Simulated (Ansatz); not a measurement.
The same path of Cl4FTa + F (7 atoms, charge 0, multiplicity 2) was run twice with different band settings. Made: Ta1–F7.

The calculation used Ansatz 0.2.0, UKS PBE/def2-SVP.

Relaxed end points:

```xyz
7
Properties=species:S:1:pos:R:3
Ta -0.075 0.000 0.000
F 1.808 0.000 0.000
Cl 0.070 0.000 2.338
Cl 0.070 0.000 -2.338
Cl -1.315 1.930 0.000
Cl -1.315 -1.930 0.000
F 4.086 0.000 0.000
```

```xyz
7
Properties=species:S:1:pos:R:3
Ta 0.675 0.113 0.189
F 1.733 -1.460 0.128
Cl 0.392 -0.065 2.464
Cl 0.287 -0.349 -2.284
Cl -0.691 1.999 -0.018
Cl -1.279 -1.373 -0.362
F 2.213 1.135 -0.118
```

Common settings: movable images 5; climbing image yes; spring 5.0 eV/Å²; optimiser quadratic models (default); start path through a guess of the saddle point; force threshold 0.05 eV/Å; end points relaxed.

| run | iteration limit |
| --- | --- |
| 1 | 60 |
| 2 | 3 |

What does each run give, and how far can it be trusted?

Run 1: converged after 14 iterations, highest image 0.000 eV above the first end. The highest image is an end point: on this band no image between the ends rises above it. A vibrational analysis next to that end finds imaginary modes (42i cm⁻¹), so it isn't a minimum.
Run 2: not converged after 3 iterations, highest image 0.619 eV above the first end. The band didn't meet its force threshold, so its energies are provisional: the largest band force was still 3.22 eV/Å, and over the last iterations the top moved between 0.62 and 3.40 eV.
